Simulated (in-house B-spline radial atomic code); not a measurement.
Ionisation energies along the 47-electron series, configuration [Kr] 4d10 5s1, as differences of self-consistent energies. Dirac energy differences include first-order Breit, QED and recoil terms. NIST's values go from ground level to ground level; the uncertainty of those that are theory runs from under 0.1 % in few-electron ions to several per cent in heavy many-electron ones. Computed with a radial B-spline atomic code at the basis-set limit: Dirac-Hartree-Fock, average of the configuration, finite nuclei.

| ion | configuration after | ionisation energy (eV) | IE/(q+1)² (eV) | -ε less Coulomb ΔSCF (eV) | Breit and QED recoil part (eV) | tabulated value (eV) | computed minus tabulated (eV) |
| --- | --- | --- | --- | --- | --- | --- | --- |
| Ag | [Kr] 4d10 | 6.33 | 6.3317 | 0.10969 | -0.011859 | 7.576234 | -1.24 |
| Cd+ | [Kr] 4d10 | 15.54 | 3.8857 | 0.12739 | -0.019731 | 16.90831 | -1.37 |
| In2+ | [Kr] 4d10 | ? | ? | ? | ? | ? | ? |
| Sn3+ | [Kr] 4d10 | ? | ? | ? | ? | ? | ? |
| Sb4+ | [Kr] 4d10 | 53.40 | 2.1358 | 0.14231 | -0.049645 | 55 | -1.60 |
| Te5+ | [Kr] 4d10 | 68.96 | 1.9156 | 0.14572 | -0.062338 | 69.1 | -0.14 |
| I6+ | [Kr] 4d10 | 85.90 | 1.753 | 0.14892 | -0.07656 | 87.61 | -1.71 |
| Xe7+ | [Kr] 4d10 | 104.17 | 1.6277 | 0.15199 | -0.09234 | 105.9778 | -1.81 |
| Cs8+ | [Kr] 4d10 | 123.76 | 1.5279 | 0.15494 | -0.10977 | 125.61 | -1.85 |
| Ba9+ | [Kr] 4d10 | 144.65 | 1.4465 | 0.15779 | -0.12892 | 146.52 | -1.87 |
| La10+ | [Kr] 4d10 | 166.83 | 1.3788 | 0.16056 | -0.14987 | 168.77 | -1.94 |
| Ce11+ | [Kr] 4d10 | 190.29 | 1.3214 | 0.16326 | -0.17269 | 192.24 | -1.95 |
| Pr12+ | [Kr] 4d10 | 215.01 | 1.2723 | 0.16591 | -0.19747 | 217.02 | -2.01 |
| Nd13+ | [Kr] 4d10 | ? | ? | ? | ? | ? | ? |
| Pm14+ | [Kr] 4d10 | 268.27 | 1.1923 | 0.17107 | -0.25319 | 269 | -0.73 |

**Question.** Fill in the row of In2+.

**Answer.** ionisation energy (eV): 26.59; IE/(q+1)² (eV): 2.9547; -ε less Coulomb ΔSCF (eV): 0.13416; Breit and QED recoil part (eV): -0.028442; tabulated value (eV): 28.04415; computed minus tabulated (eV): -1.45.

**Question.** Fill in the row of Sn3+.

**Answer.** ionisation energy (eV): 39.25; IE/(q+1)² (eV): 2.453; -ε less Coulomb ΔSCF (eV): 0.1386; Breit and QED recoil part (eV): -0.038367; tabulated value (eV): 40.74; computed minus tabulated (eV): -1.49.

**Question.** Fill in the row of Nd13+.

**Answer.** ionisation energy (eV): 241.01; IE/(q+1)² (eV): 1.2296; -ε less Coulomb ΔSCF (eV): 0.16851; Breit and QED recoil part (eV): -0.22428; tabulated value (eV): 243; computed minus tabulated (eV): -1.99.

**Question.** How far is this level of theory from the measured and semi-empirical values?

**Answer.** Over those 13 rows the differences run from -2.01 to -1.24 eV (mean absolute value 1.7 eV). The calculation leaves out correlation and, in open shells, the multiplet splittings that an average leaves out.
